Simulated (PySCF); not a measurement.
**Dipole moment and polarisability of 2-methylpyridine 1-oxide**

Compound: 2-methylpyridine 1-oxide, C₆H₇NO.
Numbering: `[CH3:1][c:2]1[cH:3][cH:4][cH:5][cH:6][n+:7]1[O-:8]` (hydrogens: H9, H10, H11 on C1; H12 on C3; H13 on C4; H14 on C5; H15 on C6)

Structure used (GFN2-xTB), in Å, numbered top down from 1:
```xyz
15
C6H7NO angstrom
C     -2.1511   -0.1974   -0.2193
C     -0.6708   -0.1288   -0.0779
C      0.1674   -1.2210   -0.1460
C      1.5391   -1.0789   -0.0047
C      2.0423    0.1949    0.2071
C      1.1811    1.2642    0.2691
N     -0.1557    1.1179    0.1302
O     -0.9185    2.1168    0.1921
H     -2.6220    0.2098    0.6756
H     -2.4845   -1.2172   -0.3819
H     -2.4676    0.4342   -1.0496
H     -0.2676   -2.1942   -0.3129
H      2.1919   -1.9344   -0.0582
H      3.1009    0.3628    0.3241
H      1.5106    2.2792    0.4304
```

Level: CAM-B3LYP/def2-SVPD (PySCF), static field, nuclei fixed, core orbitals frozen in the response. The polarisability tensor in these axes (au):

```
x   102.85  -8.54   3.64
y    -8.54  95.83   5.24
z     3.64   5.24  50.77
```

Problem. Give the principal values, the mean and the anisotropy Δα = √{½[(α1 − α2)² + (α2 − α3)² + (α1 − α3)²]}.

Solution. Principal values 49.76, 91.11 and 108.58 au; mean 83.15 au = 12.32 Å³ = 13.71 × 10⁻⁴⁰ C²·m²/J; Δα = 52.32 au (63 % of the mean).

Problem. What is the dipole moment, and where does it point?

Solution. (2.05, -3.41, -0.26) D, 3.99 D in size, pointing from the negative to the positive side. Measured along this direction, the outermost atoms are O8 at the negative end and H13 at the positive end.

Problem. What would n − 1 = 2πNα be for an ideal gas of these molecules at 400 K and 1 atm, electronic part alone?

Solution. N = p/kT = 1.8347 × 10¹⁹ cm⁻³, so n − 1 = 2π × N × 12.32 × 10⁻²⁴ cm³ = 1420 × 10⁻⁶ at long wavelengths, for an ideal gas.

Problem. What depolarisation ratio follows for Rayleigh scattering of linearly polarised light, taking the static tensor?

Solution. ρ = 3Δα²/(45ᾱ² + 4Δα²) = 8212.0/(311146 + 10949.3) = 0.0255.

Problem. What molar refraction does this α imply?

Solution. Lorentz–Lorenz: R = (4π/3)N_A α = 2.5225 cm³/(mol·Å³) × 12.32 Å³ = 31.1 cm³/mol, in the limit of long wavelengths.

Problem. Find the Langevin capture rate constant for NH4+ (18.034 u) meeting this molecule (109.053 u), k = 2.342 × 10⁻⁹ cm³/s × √(α in Å³ / reduced mass in u).

Solution. The reduced mass is 15.48 u, so k = 2.09 × 10⁻⁹ cm³/s. The formula leaves out the permanent dipole, which adds to the capture rate.

Geometry: GFN2-xTB; no solvent, vibrations or thermal averaging.
